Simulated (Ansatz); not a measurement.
The same path of CH₅BClNSSi (11 atoms, charge 0, multiplicity 1) was run twice with different band settings. Lost on the way: N1–B5, C2–H9. Made: B5–H9.

The calculation used RKS PBE-D4/cc-pVDZ (Ansatz 0.2.0).

Relaxed end points:

```xyz
11
Properties=species:S:1:pos:R:3
N -0.872 -0.396 -0.971
C 0.533 0.190 -1.013
S 1.699 -0.974 -0.220
Si 0.610 -0.221 1.590
B -0.443 0.709 0.136
Cl -1.447 2.218 0.111
H -0.937 -1.413 -0.818
H -1.511 -0.045 -1.697
H 0.819 0.607 -1.993
H 0.084 -1.352 2.451
H 1.531 0.620 2.445
```

```xyz
11
Properties=species:S:1:pos:R:3
N -0.969 -0.835 -1.527
C -0.041 -0.405 -0.685
S 1.204 -1.453 -0.033
Si 0.902 0.106 1.597
B 0.008 1.029 -0.010
Cl -1.600 1.952 -0.039
H -1.030 -1.800 -1.859
H -1.709 -0.170 -1.781
H 0.954 1.647 -0.492
H 0.105 -0.618 2.659
H 2.240 0.490 2.190
```

Common settings: movable images 5; climbing image yes; optimiser quadratic models (default); start path through a guess of the saddle point; force threshold 0.03 eV/Å; iteration limit 60; end points relaxed.

| run | spring |
| --- | --- |
| 1 | 5.0 eV/Å² |
| 2 | 2.0 to 10.0 eV/Å², energy-weighted |

Q: What does each run give, and how far can it be trusted?

A: Run 1: converged after 29 iterations, highest image 0.714 eV above the first end. The profile has 2 maxima (images 1, 4) with wells between them (image 3): this band takes more than one step, which may be the mechanism or a detour left from its start path. A vibrational analysis at the climbing image gives one clearly imaginary mode, 435i cm⁻¹: a first-order saddle point.
Run 2: converged after 19 iterations, highest image 0.714 eV above the first end. The profile has 2 maxima (images 2, 4) with wells between them (image 3): this band takes more than one step, which may be the mechanism or a detour left from its start path. Another band between the same ends (5 images) ends at a top of the same energy, where a vibrational analysis finds 1 clearly imaginary mode.
The orbitals stay closed-shell, which can raise the energy where a bond breaks towards radicals; this wasn't checked here.
